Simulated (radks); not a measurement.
Ir2+, configuration [Kr] 4d10 4f14 5s1 5p6 5d7 6s1 (not the ground configuration).

All-electron calculation, scalar-relativistic Kohn-Sham, PBE, spin-polarised, spherical densities, finite nucleus; open shells are filled with parallel spins first (spin-orbit coupling, left out, can overturn this in heavy ions); Fermi nuclear charge, rms radius 5.4032 fm. Program: a radial shooting solver on a logarithmic mesh with Libxc functionals.

Energy parts (hartree):
total: -17819.6857
kinetic: 19801.9222
electron-nucleus: -44143.3820
Hartree: 6867.0224
exchange-correlation: -345.2483

Orbitals (lengths in bohr, moments of r in powers of bohr; <r^-3> diverges for s and p1/2):
| orbital | occ. | eigenvalue (hartree) | <r^-3> |
|---|---|---|---|
| 1s up | 1 | -2797.612 | - |
| 1s down | 1 | -2797.605 | - |
| 2s up | 1 | -490.2106 | - |
| 2s down | 1 | -490.1980 | - |
| 2p up | 3 | -426.1197 | 23040 |
| 2p down | 3 | -426.1086 | 23040 |
| 3s up | 1 | -115.3757 | - |
| 3s down | 1 | -115.3682 | - |
| 3p up | 3 | -96.62514 | 5218 |
| 3p down | 3 | -96.61719 | 5218 |
| 3d up | 5 | -75.95240 | 657.5 |
| 3d down | 5 | -75.94204 | 657.5 |
| 4s up | 1 | -25.35558 | - |
| 4s down | 1 | -25.33961 | - |
| 4p up | 3 | -19.20341 | 1238 |
| 4p down | 3 | -19.18699 | 1238 |
| 4d up | 5 | -11.63772 | 135.2 |
| 4d down | 5 | -11.61750 | 135.4 |
| 4f up | 7 | -3.22679 | 25.03 |
| 4f down | 7 | -3.19666 | 25.20 |
| 5s up | 1 | -4.51944 | - |
| 5s down | 0 | -4.41701 | - |
| 5p up | 3 | -2.90951 | 204.0 |
| 5p down | 3 | -2.79750 | 206.0 |
| 5d up | 5 | -1.08096 | 13.06 |
| 5d down | 2 | -0.96831 | 12.86 |
| 6s up | 1 | -0.88089 | - |
| 6s down | 0 | -0.80024 | - |

The highest occupied level is 6s up at -23.970 eV. The configuration is held as typed, so some empty levels lie below it. Spin moment in Bohr magnetons: 5. The electron density at the nucleus is 1.947e+06 e/bohr^3 (large components only). The density falls to 0.001 e/bohr^3 at r = 3.79 bohr.
